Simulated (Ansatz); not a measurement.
Ansatz (an electronic-structure program) input (HF/6-31G*):

Ansatz 0.2 input:
```yaml
crystal:
  periodic: [false, false, false]
  atoms:
    - {symbol: C, position_ang: [1.48690879, -0.59073051, -0.10850064]}
    - {symbol: C, position_ang: [1.41949460, 0.91902040, 0.22145785]}
    - {symbol: C, position_ang: [-0.06843143, 0.60864884, 0.50661617]}
    - {symbol: C, position_ang: [0.12383891, -0.73653096, 0.17773247]}
    - {symbol: C, position_ang: [-1.30265021, -0.95486416, -0.31685759]}
    - {symbol: C, position_ang: [-1.45124605, 0.61225643, -0.17377130]}
    - {symbol: H, position_ang: [2.24827160, -1.20504613, -0.55271381]}
    - {symbol: H, position_ang: [1.58863284, 1.55101814, -0.64547272]}
    - {symbol: H, position_ang: [2.01190749, 1.29419307, 1.04927286]}
    - {symbol: H, position_ang: [-1.40622981, -1.34368110, -1.32249930]}
    - {symbol: H, position_ang: [-1.93678299, -1.52637392, 0.35040583]}
    - {symbol: H, position_ang: [-1.46670761, 1.11257453, -1.13662475]}
    - {symbol: H, position_ang: [-2.28657911, 0.97051527, 0.41756996]}
basis:
  gaussian:
    orbitals: 6-31G*
hamiltonian:
  xc: {name: HF}
magnetization: {spin_polarized: true, initial_magnetization: 1}
phonons: {temperatures: {t_min: 298.15, t_max: 298.15, t_step: 100}}
```

Output:

```
Functional definition: HF
integrals: 0.06 GiB planned
1233 factors; integrals over basis functions are off by at most 3.3e-4 eV
mean field: 0.55 GiB planned
mean field evaluation 1: about -6285.0888 eV, gradient 2.1e1 eV
mean field evaluation 2: about -6285.2085 eV, gradient 2.1e1 eV
mean field evaluation 4: about -6288.3385 eV, gradient 3.8e0 eV
mean field evaluation 8: about -6288.6855 eV, gradient 7.0e-1 eV
mean field -6288.70785292 eV, -231.1057509557 hartree, gradient 2.1e-5 eV, S^2 1.062480; 0 other end points of the search recorded, 0 dependent functions left out
the calculation of the forces begins
reference -6288.70785292 eV, -231.1057509557 hartree; 22, 21 occupied and 82, 83 virtual orbitals, 1233 factors
these checks for a lower state are left out or cut short: stability, starts, cluster_reference, orbital_swaps, neighbouring_geometries, increment
integrals: 0.06 GiB planned
1233 factors; integrals over basis functions are off by at most 3.3e-4 eV
mean field: 0.55 GiB planned
mean field evaluation 16: about -6288.5875 eV, gradient 3.0e-1 eV
mean field -6288.70765847 eV, -231.1057438098 hartree, gradient 3.1e-6 eV, S^2 1.064714; 0 other end points of the search recorded, 0 dependent functions left out
the calculation of the forces begins
reference -6288.70765847 eV, -231.1057438098 hartree; 22, 21 occupied and 82, 83 virtual orbitals, 1233 factors
these checks for a lower state are left out or cut short: stability, starts, cluster_reference, orbital_swaps, neighbouring_geometries, increment
integrals: 0.06 GiB planned
1233 factors; integrals over basis functions are off by at most 3.3e-4 eV
mean field: 0.55 GiB planned
mean field -6288.70765708 eV, -231.1057437585 hartree, gradient 4.2e-6 eV, S^2 1.060229; 0 other end points of the search recorded, 0 dependent functions left out
the calculation of the forces begins
reference -6288.70765708 eV, -231.1057437585 hartree; 22, 21 occupied and 82, 83 virtual orbitals, 1233 factors
these checks for a lower state are left out or cut short: stability, starts, cluster_reference, orbital_swaps, neighbouring_geometries, increment
integrals: 0.06 GiB planned
1233 factors; integrals over basis functions are off by at most 3.3e-4 eV
mean field: 0.55 GiB planned
mean field evaluation 32: about -6288.7077 eV, gradient 2.8e-6 eV
mean field -6288.70770534 eV, -231.1057455320 hartree, gradient 2.8e-6 eV, S^2 1.062676; 0 other end points of the search recorded, 0 dependent functions left out
the calculation of the forces begins
reference -6288.70770534 eV, -231.1057455320 hartree; 22, 21 occupied and 82, 83 virtual orbitals, 1233 factors
these checks for a lower state are left out or cut short: stability, starts, cluster_reference, orbital_swaps, neighbouring_geometries, increment
integrals: 0.06 GiB planned
1233 factors; integrals over basis functions are off by at most 3.3e-4 eV
mean field: 0.55 GiB planned
mean field -6288.70770847 eV, -231.1057456470 hartree, gradient 1.9e-6 eV, S^2 1.062290; 0 other end points of the search recorded, 0 dependent functions left out
the calculation of the forces begins
reference -6288.70770847 eV, -231.1057456470 hartree; 22, 21 occupied and 82, 83 virtual orbitals, 1233 factors
these checks for a lower state are left out or cut short: stability, starts, cluster_reference, orbital_swaps, neighbouring_geometries, increment
integrals: 0.06 GiB planned
1233 factors; integrals over basis functions are off by at most 3.3e-4 eV
mean field: 0.55 GiB planned
mean field -6288.70779255 eV, -231.1057487368 hartree, gradient 1.6e-6 eV, S^2 1.061855; 0 other end points of the search recorded, 0 dependent functions left out
the calculation of the forces begins
reference -6288.70779255 eV, -231.1057487368 hartree; 22, 21 occupied and 82, 83 virtual orbitals, 1233 factors
these checks for a lower state are left out or cut short: stability, starts, cluster_reference, orbital_swaps, neighbouring_geometries, increment
integrals: 0.06 GiB planned
1233 factors; integrals over basis functions are off by at most 3.3e-4 eV
mean field: 0.55 GiB planned
mean field -6288.70779494 eV, -231.1057488247 hartree, gradient 1.5e-6 eV, S^2 1.063114; 0 other end points of the search recorded, 0 dependent functions left out
the calculation of the forces begins
reference -6288.70779494 eV, -231.1057488247 hartree; 22, 21 occupied and 82, 83 virtual orbitals, 1233 factors
these checks for a lower state are left out or cut short: stability, starts, cluster_reference, orbital_swaps, neighbouring_geometries, increment
integrals: 0.06 GiB planned
1233 factors; integrals over basis functions are off by at most 3.3e-4 eV
mean field: 0.55 GiB planned
mean field -6288.70770772 eV, -231.1057456194 hartree, gradient 1.9e-6 eV, S^2 1.062371; 0 other end points of the search recorded, 0 dependent functions left out
[...]
mean field: 0.55 GiB planned
mean field evaluation 416: about -6288.7078 eV, gradient 2.2e-6 eV
mean field -6288.70783357 eV, -231.1057502446 hartree, gradient 2.2e-6 eV, S^2 1.062455; 0 other end points of the search recorded, 0 dependent functions left out
the calculation of the forces begins
reference -6288.70783357 eV, -231.1057502446 hartree; 22, 21 occupied and 82, 83 virtual orbitals, 1233 factors
these checks for a lower state are left out or cut short: stability, starts, cluster_reference, orbital_swaps, neighbouring_geometries, increment
integrals: 0.06 GiB planned
1233 factors; integrals over basis functions are off by at most 3.3e-4 eV
mean field: 0.55 GiB planned
mean field -6288.70783831 eV, -231.1057504186 hartree, gradient 2.1e-6 eV, S^2 1.062505; 0 other end points of the search recorded, 0 dependent functions left out
the calculation of the forces begins
reference -6288.70783831 eV, -231.1057504186 hartree; 22, 21 occupied and 82, 83 virtual orbitals, 1233 factors
these checks for a lower state are left out or cut short: stability, starts, cluster_reference, orbital_swaps, neighbouring_geometries, increment
integrals: 0.06 GiB planned
1233 factors; integrals over basis functions are off by at most 3.3e-4 eV
mean field: 0.55 GiB planned
mean field -6288.70781571 eV, -231.1057495879 hartree, gradient 2.0e-6 eV, S^2 1.062506; 0 other end points of the search recorded, 0 dependent functions left out
the calculation of the forces begins
reference -6288.70781571 eV, -231.1057495879 hartree; 22, 21 occupied and 82, 83 virtual orbitals, 1233 factors
these checks for a lower state are left out or cut short: stability, starts, cluster_reference, orbital_swaps, neighbouring_geometries, increment
integrals: 0.06 GiB planned
1233 factors; integrals over basis functions are off by at most 3.3e-4 eV
mean field: 0.55 GiB planned
mean field -6288.70781630 eV, -231.1057496099 hartree, gradient 2.1e-6 eV, S^2 1.062454; 0 other end points of the search recorded, 0 dependent functions left out
the calculation of the forces begins
reference -6288.70781630 eV, -231.1057496099 hartree; 22, 21 occupied and 82, 83 virtual orbitals, 1233 factors
these checks for a lower state are left out or cut short: stability, starts, cluster_reference, orbital_swaps, neighbouring_geometries, increment
integrals: 0.06 GiB planned
1233 factors; integrals over basis functions are off by at most 3.3e-4 eV
mean field: 0.55 GiB planned
mean field -6288.70776102 eV, -231.1057475782 hartree, gradient 2.1e-6 eV, S^2 1.062475; 0 other end points of the search recorded, 0 dependent functions left out
the calculation of the forces begins
reference -6288.70776102 eV, -231.1057475782 hartree; 22, 21 occupied and 82, 83 virtual orbitals, 1233 factors
these checks for a lower state are left out or cut short: stability, starts, cluster_reference, orbital_swaps, neighbouring_geometries, increment
integrals: 0.06 GiB planned
1233 factors; integrals over basis functions are off by at most 3.3e-4 eV
mean field: 0.55 GiB planned
mean field -6288.70775884 eV, -231.1057474980 hartree, gradient 1.9e-6 eV, S^2 1.062485; 0 other end points of the search recorded, 0 dependent functions left out
the calculation of the forces begins
reference -6288.70775884 eV, -231.1057474980 hartree; 22, 21 occupied and 82, 83 virtual orbitals, 1233 factors
these checks for a lower state are left out or cut short: stability, starts, cluster_reference, orbital_swaps, neighbouring_geometries, increment
integrals: 0.06 GiB planned
1233 factors; integrals over basis functions are off by at most 3.3e-4 eV
mean field: 0.55 GiB planned
mean field evaluation 448: about -6288.5877 eV, gradient 2.7e-1 eV
mean field -6288.70778013 eV, -231.1057482804 hartree, gradient 2.9e-6 eV, S^2 1.062503; 0 other end points of the search recorded, 0 dependent functions left out
the calculation of the forces begins
reference -6288.70778013 eV, -231.1057482804 hartree; 22, 21 occupied and 82, 83 virtual orbitals, 1233 factors
these checks for a lower state are left out or cut short: stability, starts, cluster_reference, orbital_swaps, neighbouring_geometries, increment
integrals: 0.06 GiB planned
1233 factors; integrals over basis functions are off by at most 3.3e-4 eV
mean field: 0.55 GiB planned
mean field -6288.70777863 eV, -231.1057482256 hartree, gradient 2.9e-6 eV, S^2 1.062456; 0 other end points of the search recorded, 0 dependent functions left out
the calculation of the forces begins
reference -6288.70777863 eV, -231.1057482256 hartree; 22, 21 occupied and 82, 83 virtual orbitals, 1233 factors
these checks for a lower state are left out or cut short: stability, starts, cluster_reference, orbital_swaps, neighbouring_geometries, increment
integrals: 0.06 GiB planned
1233 factors; integrals over basis functions are off by at most 3.3e-4 eV
mean field: 0.55 GiB planned
mean field -6288.70782450 eV, -231.1057499111 hartree, gradient 1.8e-6 eV, S^2 1.062486; 0 other end points of the search recorded, 0 dependent functions left out
the calculation of the forces begins
reference -6288.70782450 eV, -231.1057499111 hartree; 22, 21 occupied and 82, 83 virtual orbitals, 1233 factors
these checks for a lower state are left out or cut short: stability, starts, cluster_reference, orbital_swaps, neighbouring_geometries, increment
integrals: 0.06 GiB planned
1233 factors; integrals over basis functions are off by at most 3.3e-4 eV
mean field: 0.55 GiB planned
mean field -6288.70782703 eV, -231.1057500041 hartree, gradient 1.8e-6 eV, S^2 1.062474; 0 other end points of the search recorded, 0 dependent functions left out
the calculation of the forces begins
reference -6288.70782703 eV, -231.1057500041 hartree; 22, 21 occupied and 82, 83 virtual orbitals, 1233 factors
these checks for a lower state are left out or cut short: stability, starts, cluster_reference, orbital_swaps, neighbouring_geometries, increment
integrals: 0.06 GiB planned
1233 factors; integrals over basis functions are off by at most 3.3e-4 eV
mean field: 0.55 GiB planned
mean field -6288.70780653 eV, -231.1057492508 hartree, gradient 2.9e-6 eV, S^2 1.062493; 0 other end points of the search recorded, 0 dependent functions left out
the calculation of the forces begins
reference -6288.70780653 eV, -231.1057492508 hartree; 22, 21 occupied and 82, 83 virtual orbitals, 1233 factors
these checks for a lower state are left out or cut short: stability, starts, cluster_reference, orbital_swaps, neighbouring_geometries, increment
integrals: 0.06 GiB planned
1233 factors; integrals over basis functions are off by at most 3.3e-4 eV
mean field: 0.55 GiB planned
mean field evaluation 480: about -6288.7078 eV, gradient 1.6e-5 eV
mean field -6288.70780522 eV, -231.1057492027 hartree, gradient 1.8e-6 eV, S^2 1.062467; 0 other end points of the search recorded, 0 dependent functions left out
the calculation of the forces begins
reference -6288.70780522 eV, -231.1057492027 hartree; 22, 21 occupied and 82, 83 virtual orbitals, 1233 factors
Total energy: -6288.70785292 eV, -231.1057509557 hartree
Atom 0 at     1.486909    -0.590731    -0.108501 Å, force     0.000129    -0.000502    -0.000461 eV/Å
Atom 1 at     1.419495     0.919020     0.221458 Å, force     0.000285    -0.000478     0.000699 eV/Å
Atom 2 at    -0.068431     0.608649     0.506616 Å, force    -0.001873     0.000911     0.000828 eV/Å
Atom 3 at     0.123839    -0.736531     0.177732 Å, force     0.001397    -0.000297     0.000201 eV/Å
Atom 4 at    -1.302650    -0.954864    -0.316858 Å, force    -0.000025     0.000055     0.002560 eV/Å
Atom 5 at    -1.451246     0.612256    -0.173771 Å, force     0.000904     0.000939    -0.002905 eV/Å
Atom 6 at     2.248272    -1.205046    -0.552714 Å, force    -0.000300     0.000035    -0.000300 eV/Å
Atom 7 at     1.588633     1.551018    -0.645473 Å, force    -0.000060    -0.000448    -0.000056 eV/Å
Atom 8 at     2.011907     1.294193     1.049273 Å, force    -0.000069     0.000129    -0.000337 eV/Å
Atom 9 at    -1.406230    -1.343681    -1.322499 Å, force     0.000258     0.000762    -0.000272 eV/Å
Atom 10 at    -1.936783    -1.526374     0.350406 Å, force    -0.000075    -0.000488    -0.000786 eV/Å
Atom 11 at    -1.466708     1.112575    -1.136625 Å, force    -0.000947    -0.000122     0.000576 eV/Å
Atom 12 at    -2.286579     0.970515     0.417570 Å, force     0.000376    -0.000495     0.000252 eV/Å
Dipole moment:    -0.053068     0.007522    -0.209664 e Å
Vibrations: 163.74 231.36 411.68 546.66 625.10 777.73 805.28 849.41 929.36 974.56 991.57 1012.51 1109.04 1155.94 1185.63 1233.54 1300.94 1308.88 1321.32 1361.26 1379.09 1407.74 1510.26 1611.72 1624.42 1634.70 3215.80 3222.53 3241.85 3260.38 3266.85 3293.72 3383.71 cm⁻¹, zero-point energy 3.121196 eV
```

The blocks after the first are displaced geometries, from whose forces the wavenumbers follow.

The determinant is spin-contaminated: <S^2> is 1.06 against 0.75 for a pure state.
